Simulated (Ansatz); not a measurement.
Relaxation of ClF4H2OTa (9 atoms, charge 0, multiplicity 1), to a largest force component of 0.03 eV/Å in at most 50 steps.

These are results of RKS PBE-D4/def2-SVP (Ansatz 0.2.0), not measurements.

```xyz
9
Properties=species:S:1:pos:R:3
Ta -0.502 0.368 0.153
F 2.447 -0.377 0.904
O -0.069 -0.446 1.785
H 0.860 -0.669 2.046
F 0.504 0.229 -1.430
F -2.067 1.380 0.298
F -1.512 -1.099 -0.492
Cl 0.810 2.383 0.632
H 2.596 0.544 0.774
```

Where does it end, and by what steps?

The run converged. After 20 steps the energy has fallen by 0.176 eV; F2 moved furthest, 1.20 Å.

```json
{"step": "0", "energy less start (eV)": "0.0000", "largest force component (eV/Å)": "0.608", "accepted": "yes"}
{"step": "1", "energy less start (eV)": "-0.0443", "largest force component (eV/Å)": "0.470", "accepted": "yes"}
{"step": "2", "energy less start (eV)": "-0.0609", "largest force component (eV/Å)": "0.478", "accepted": "yes"}
{"step": "3", "energy less start (eV)": "-0.0651", "largest force component (eV/Å)": "0.795", "accepted": "yes"}
{"step": "4", "energy less start (eV)": "-0.0758", "largest force component (eV/Å)": "0.484", "accepted": "yes"}
{"step": "5", "energy less start (eV)": "-0.0873", "largest force component (eV/Å)": "0.112", "accepted": "yes"}
{"step": "6", "energy less start (eV)": "-0.1120", "largest force component (eV/Å)": "0.208", "accepted": "yes"}
{"step": "7", "energy less start (eV)": "-0.1260", "largest force component (eV/Å)": "0.432", "accepted": "yes"}
{"step": "8", "energy less start (eV)": "-0.1338", "largest force component (eV/Å)": "0.369", "accepted": "yes"}
{"step": "9", "energy less start (eV)": "-0.1526", "largest force component (eV/Å)": "0.240", "accepted": "yes"}
{"step": "10", "energy less start (eV)": "-0.1553", "largest force component (eV/Å)": "0.193", "accepted": "yes"}
{"step": "11", "energy less start (eV)": "-0.1633", "largest force component (eV/Å)": "0.200", "accepted": "yes"}
{"step": "12", "energy less start (eV)": "-0.1715", "largest force component (eV/Å)": "0.120", "accepted": "yes"}
{"step": "13", "energy less start (eV)": "-0.1736", "largest force component (eV/Å)": "0.032", "accepted": "yes"}
{"step": "14", "energy less start (eV)": "-0.1677", "largest force component (eV/Å)": "0.317", "accepted": "no"}
{"step": "15", "energy less start (eV)": "-0.1739", "largest force component (eV/Å)": "0.125", "accepted": "yes"}
{"step": "16", "energy less start (eV)": "-0.1749", "largest force component (eV/Å)": "0.048", "accepted": "yes"}
{"step": "17", "energy less start (eV)": "-0.1748", "largest force component (eV/Å)": "0.072", "accepted": "no"}
{"step": "18", "energy less start (eV)": "-0.1754", "largest force component (eV/Å)": "0.045", "accepted": "yes"}
{"step": "19", "energy less start (eV)": "-0.1756", "largest force component (eV/Å)": "0.040", "accepted": "yes"}
{"step": "20", "energy less start (eV)": "-0.1757", "largest force component (eV/Å)": "0.028", "accepted": "yes"}
```

```xyz
9
Properties=species:S:1:pos:R:3
Ta -0.590 0.250 -0.072
F 2.538 0.094 1.999
O 0.324 -0.823 1.129
H 1.208 -0.669 1.595
F -0.108 0.101 -1.884
F -1.779 1.511 0.655
F -2.017 -0.954 -0.342
Cl 1.161 1.939 0.134
H 2.329 0.863 1.456
```

Whether the end is a true minimum wasn't checked by a vibrational analysis.

Time of the run: 27 s on 4 threads of Intel(R) Xeon(R) Platinum 8488C (Sapphire Rapids) (shared host), peak memory 0.21 GiB.
